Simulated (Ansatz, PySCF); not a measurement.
Gas-phase reaction in SMILES: C#CO + 4 [H][H] (H2) → 2 C (CH4) + O (H2O)
Structures are relaxed separately at B3LYP-D3(BJ)/def2-TZVP in Ansatz (an electronic-structure program).

Quantity: energy of full hydrogenation (enthalpy at 298 K, with B3LYP-D3(BJ) rigid-rotor harmonic-oscillator terms from PySCF), in kcal/mol. Correlated levels leave the core frozen unless marked. No spin-orbit coupling. Non-relativistic. CBS(X,Y): correlation extrapolated as X^-3; Hartree-Fock from the larger set.

From measured enthalpies of formation at 298 K: -115.6 kcal/mol (C#CO 22.2, ATcT 1.112; [H][H] (H2) 0.0, ATcT 1.112; C (CH4) -17.8, ATcT 1.112; O (H2O) -57.8, ATcT 1.112). It holds spin-orbit effects, which the calculations lack, and core correlation, which the frozen-core levels lack.

| level | program | energy of full hydrogenation (kcal/mol) | error against measurement |
|---|---|---|---|
| HF/aug-cc-pVDZ | Ansatz | -127.1 | -11.5 |
| HF/cc-pVQZ | Ansatz | -120.5 | -4.9 |
| RI-HF/aug-cc-pVQZ | Ansatz | -120.9 | -5.3 |
| r2SCAN-D3(BJ)/def2-TZVPD | Ansatz + dftd3 | -116.9 | -1.3 |
| B3LYP-D3(BJ)/def2-TZVPD | Ansatz + dftd3 | -113.8 | 1.8 |
| PBE0/def2-QZVPP | Ansatz | -123.1 | -7.5 |
| BHLYP/def2-TZVPD | Ansatz | -122.1 | -6.5 |
| HSE06-D4/def2-TZVPD | Ansatz + dftd4 | -122.3 | -6.7 |
| CAM-B3LYP-D4/def2-TZVPD | Ansatz + dftd4 | -118.4 | -2.8 |
| wB97X/def2-TZVPD | Ansatz | -122.5 | -6.9 |
| B2PLYP/def2-TZVPD | Ansatz | -113.2 | 2.4 |
| RPA@PBE/cc-pVQZ | Ansatz | -112.1 | 3.5 |
| MP2/6-31G | Ansatz | -104.5 | 11.1 |
| CCSD(T)/STO-3G | Ansatz | -94.5 | 21.1 |
| CCSD(T)/CBS(cc-pVTZ,cc-pVQZ) | Ansatz | -116.3 | -0.7 |
